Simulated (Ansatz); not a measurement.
Born–Oppenheimer molecular dynamics of Cl2GaH (4 atoms, charge 0, multiplicity 1). It starts from a relaxed structure.

All numbers below come from RKS PBE0/def2-SVP in Ansatz 0.2.0.

```
ensemble                      : NVE (velocity Verlet)
time step                     : 0.5 fs
steps asked                   : 166
starting velocities drawn for : 400 K
masses                        : H 3.016 u
seed                          : 498796
```

First frame:

```xyz
4
Properties=species:S:1:pos:R:3
Ga 0.015 0.000 -0.008
Cl -0.072 0.000 2.127
H 1.355 0.000 -0.782
Cl -1.878 0.000 -1.001
```

(1) How far do the bonds stretch over the last three quarters of this one trajectory? (Pairs bonded in most of those frames.)

Results:

(1) 
| bond | mean (Å) | spread (Å) | shortest | longest |
| --- | --- | --- | --- | --- |
| Ga1–Cl2 | 2.143 | 0.022 | 2.11 | 2.17 |
| Ga1–H3 | 1.547 | 0.054 | 1.48 | 1.63 |
| Ga1–Cl4 | 2.132 | 0.048 | 2.07 | 2.22 |

Mean temperature of the second half: 211 K. The conserved energy stayed within 0.045 meV per atom of its start (net change 0.002 meV per atom), so the integration is sound. Over the second half the temperature averaged 0.53 of the 400 K drawn at the start: a run that starts near a minimum puts about half its kinetic energy into the potential. A run of 0.083 ps of so small a system gives no equilibrium averages.

The run took 5.8 min on 1 thread of AMD EPYC 7R43 64-Core Processor (Zen 3), with other jobs on the host, peak memory 0.16 GiB.
